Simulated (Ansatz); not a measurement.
Calculated with Ansatz (gas phase, PBE0-D4/def2-TZVP geometries, no zero-point term in ΔE). CCSD(T)/CBS adds triple-zeta CCSD(T) − MP2 to the extrapolated MP2 energy (def2 sets, frozen cores). This one scheme is used for every species. DFT in def2-TZVPP. B3LYP here is the variant with VWN-RPA as its local correlation; programs differ in this.

Reaction (hydrogenolysis of a C–B bond): `BC=C(C)C` + H₂ → `C=C(C)C` + BH₃

```json
{"species": "`BC=C(C)C`", "B3LYP-D4 energy (Eh)": "-182.75867"}
{"species": "H₂", "B3LYP-D4 energy (Eh)": "-1.18011"}
{"species": "`C=C(C)C`", "B3LYP-D4 energy (Eh)": "-157.30563"}
{"species": "BH₃", "B3LYP-D4 energy (Eh)": "-26.62549"}
```

Work out ΔE.

ΔE = (-157.30563) + (-26.62549) − (-182.75867) − (-1.18011) = 0.00766 Eh = +20.1 kJ/mol. CCSD(T)/CBS gives +15.4 kJ/mol.

What do rigid-rotor, harmonic-oscillator terms from PBE0-D4/def2-TZVP frequencies (298.15 K, 1 bar) make of the CCSD(T)/CBS value? (An estimate is asked.)

Ansatz gave: ΔZPE = +12.7 kJ/mol, ΔH = +25.5 kJ/mol, ΔS = 18 J/(mol·K), ΔG = +20.0 kJ/mol.

Largest T1 diagnostic among the species: 0.011.

The D4 term adds +7.6 kJ/mol with B3LYP and +4.2 kJ/mol with PBE0; it sums over pairs of atoms, weighted by their polarisabilities, and B3LYP, whose exchange is more repulsive, gets the larger term. From BLYP to BHLYP (50 % exact exchange), in def2-TZVPP and without D4, ΔE moves by −11.1 kJ/mol.
